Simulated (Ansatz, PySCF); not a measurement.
CAuClO, SMILES [C-](->[Au][Cl])#[O+], multiplicity 1. Atoms are numbered in the order given.

```xyz
4

Au     0.0081     0.0019     0.0000
Cl     0.0059    -2.2679     0.0000
O      0.0109     3.0559     0.0000
C      0.0099     1.9215     0.0000
```
Charge 0, spin multiplicity 1.

Geometry optimised at B3LYP-D3(BJ)/def2-SVP. The spin state was assumed, not searched. The isomer is the one that the SMILES or the coordinates give; other isomers of the formula were not compared. The def2 effective core potentials stand for the cores of Au; spin–orbit coupling is left out.

Two levels are set side by side: PBE-D3(BJ)/def2-SVP (Ansatz, a program for electronic structure) and B3LYP-D3(BJ)/def2-SVP (Ansatz). Each level has its own optimised geometry; the coordinates shown are those of the second. Frequencies come from the Hessian of PySCF at each geometry. Differences are taken from unrounded values.

| quantity | B3LYP-D3(BJ) | PBE-D3(BJ) | PBE-D3(BJ) minus B3LYP-D3(BJ) |
|---|---|---|---|
| mean bond length (Å) | 1.775 | 1.768 | -0.007 |
| bond Au1–Cl2 (Å) | 2.270 | 2.259 | -0.011 |
| bond Au1–C4 (Å) | 1.920 | 1.893 | -0.026 |
| bond O3–C4 (Å) | 1.134 | 1.150 | 0.015 |
| highest harmonic wavenumber (cm⁻¹) | 2224 | 2131 | -93 |
| mean harmonic wavenumber (cm⁻¹) | 576 | 569 | -6 |
| zero-point energy (kcal/mol) | 5.76 | 5.70 | -0.06 |
